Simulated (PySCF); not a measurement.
Molfile (atoms numbered from 1):
```
C5H10O2Si
     RDKit          3D

 18 18  0  0  0  0  0  0  0  0999 V2000
    3.0858    0.7749    0.2118 C   0  0  0  0  0  0  0  0  0  0  0  0
    2.4406   -0.3007   -0.1999 C   0  0  0  0  0  0  0  0  0  0  0  0
    1.3622   -0.3009   -1.2249 C   0  0  0  0  0  0  0  0  0  0  0  0
   -0.2874   -0.8268   -0.4611 Si  0  0  0  0  0  4  0  0  0  0  0  0
   -0.8510    0.2632    0.6259 O   0  0  0  0  0  0  0  0  0  0  0  0
   -2.2161    0.4956    0.4411 C   0  0  0  0  0  0  0  0  0  0  0  0
   -2.5909    0.0609   -0.9937 C   0  0  0  0  0  0  0  0  0  0  0  0
   -1.5577   -0.7322   -1.4989 O   0  0  0  0  0  0  0  0  0  0  0  0
    2.8702    1.7510   -0.1909 H   0  0  0  0  0  0  0  0  0  0  0  0
    3.8506    0.7295    0.9680 H   0  0  0  0  0  0  0  0  0  0  0  0
    2.6703   -1.2698    0.2222 H   0  0  0  0  0  0  0  0  0  0  0  0
    1.6072   -1.0237   -2.0028 H   0  0  0  0  0  0  0  0  0  0  0  0
    1.2943    0.6830   -1.6904 H   0  0  0  0  0  0  0  0  0  0  0  0
   -0.2647   -2.1709    0.1172 H   0  0  0  0  0  0  0  0  0  0  0  0
   -2.4153    1.5562    0.6089 H   0  0  0  0  0  0  0  0  0  0  0  0
   -2.7769   -0.0943    1.1727 H   0  0  0  0  0  0  0  0  0  0  0  0
   -2.7119    0.9293   -1.6485 H   0  0  0  0  0  0  0  0  0  0  0  0
   -3.5181   -0.5178   -0.9978 H   0  0  0  0  0  0  0  0  0  0  0  0
  1  2  2  0
  2  3  1  0
  3  4  1  0
  4  5  1  0
  5  6  1  0
  6  7  1  0
  7  8  1  0
  8  4  1  0
  1  9  1  0
  1 10  1  0
  2 11  1  0
  3 12  1  0
  3 13  1  0
  4 14  1  0
  6 15  1  0
  6 16  1  0
  7 17  1  0
  7 18  1  0
M  END
```

Geometry: GFN2-xTB; GIAO shifts from PySCF, gas phase, non-relativistic, averaged over equivalent atoms.

At X3LYP/pcSseg-1 (193 basis functions, 21 s wall time on 1 thread of an Arm Neoverse V2, shared host):
```csv
atoms,δ (ppm)
C2,138.4
C1,121.7
C6/C7,66.8
C3,30.7
Si4,-4.6
O5/O8,40.9
H11,5.94
H9,5.32
H10,5.15
H14,4.91
H15/H17,4.30
H16/H18,4.21
H12/H13,1.74
```

δ = σ(ref) − σ, references computed at the same level: ¹³C (σ = 182.17 ppm), ²⁹Si (σ = 335.28 ppm), ¹H (σ = 31.81 ppm) vs TMS; ¹⁷O (σ = 336.70 ppm) vs H2O.

Predict the values at PBE0/pcSseg-1 on the same geometry.

Answers


```
  atoms  δ at PBE0/pcSseg-1  change
     C2               137.2    -1.2
     C1               122.6    +0.9
  C6/C7                65.4    -1.4
     C3                29.8    -0.9
    Si4                 2.4    +7.0
  O5/O8                36.0    -4.9
    H11                6.01   +0.07
     H9                5.44   +0.12
    H10                5.29   +0.14
    H14                4.99   +0.08
H15/H17                4.27   -0.03
H16/H18                4.18   -0.03
H12/H13                1.80   +0.06
```

Chemical shifts δ = σref − σ; ¹³C (σ = 186.93 ppm), ²⁹Si (σ = 349.16 ppm), ¹H (σ = 31.72 ppm) against TMS; ¹⁷O (σ = 336.08 ppm) against H2O, all at this level.

The largest change is at Si4 (silicon bonded to C, 2 O, H, in a 5-membered ring). Cost: 193 basis functions, 30 s wall time on 1 thread of an Arm Neoverse V2, shared host. The order of the carbon signals is the same at both levels.

Experimental scales use liquid or dissolved standards, which lie at an offset from isolated H2O (liquid H2O: subtract about 36 ppm).
